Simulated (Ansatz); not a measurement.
Ansatz (a quantum-chemistry and plane-wave program) job for RuF6, SMILES [F][Ru]([F])([F])([F])([F])[F] (connectivity only; charge and spin as stated), neutral, multiplicity 3, CAM-B3LYP/def2-TZVPD. Coordinates come from a PBE-D3(BJ)/def2-SVP optimisation. The spin state was assumed, not searched. The isomer is the one that the SMILES or the coordinates give; other isomers of the formula were not compared. The def2 effective core potentials stand for the cores of Ru; spin–orbit coupling is left out.

Ansatz 0.2 input:
```yaml
crystal:
  periodic: [false, false, false]
  atoms:
    - {symbol: Ru, position_ang: [-0.00000000, -0.00000000, -0.00000000]}
    - {symbol: F, position_ang: [-1.29528132, 0.74783095, -1.07978114]}
    - {symbol: F, position_ang: [1.29528132, -0.74783095, 1.07978114]}
    - {symbol: F, position_ang: [1.29528120, 0.74783095, -1.07978128]}
    - {symbol: F, position_ang: [0.00000005, 1.49566200, 1.07978114]}
    - {symbol: F, position_ang: [-0.00000005, -1.49566200, -1.07978114]}
    - {symbol: F, position_ang: [-1.29528120, -0.74783095, 1.07978128]}
basis:
  gaussian:
    orbitals: def2-TZVPD
hamiltonian:
  xc: {name: CAM-B3LYP}
magnetization: {spin_polarized: true, initial_magnetization: 2}
```

Output:

```
WARN ansatz: RAYON_NUM_THREADS=2 ignored (pool sized by the plan → 2); use --threads N
Functional definition: CAM-B3LYP
integrals: 0.36 GiB planned
1560 factors; their error is unknown
integrals: 0.40 GiB planned
392 factors; integrals over basis functions are off by at most 2.7e-5 eV
mean field: 3.82 GiB planned
mean field evaluation 1: about -18863.7277 eV, gradient 8.1e1 eV
mean field evaluation 2: about -18697.9603 eV, gradient 2.5e2 eV
mean field evaluation 4: about -18883.2005 eV, gradient 2.2e1 eV
mean field evaluation 8: about -18884.5732 eV, gradient 2.2e-1 eV
mean field evaluation 16: about -18884.6194 eV, gradient 8.8e-3 eV
mean field evaluation 32: about -18884.6198 eV, gradient 8.5e-6 eV
mean field evaluation 64: about -18883.0408 eV, gradient 1.3e1 eV
mean field -18884.61976951 eV, -693.9969760745 hartree, gradient 8.4e-6 eV, S^2 2.008827; 6 other end points of the search recorded, 0 dependent functions left out
reference -18884.61993069 eV, -693.9969819977 hartree; 36, 34 occupied and 244, 246 virtual orbitals, 1560 factors
Total energy: -18884.61993069 eV, -693.9969819977 hartree
```

Self-consistency was reached.
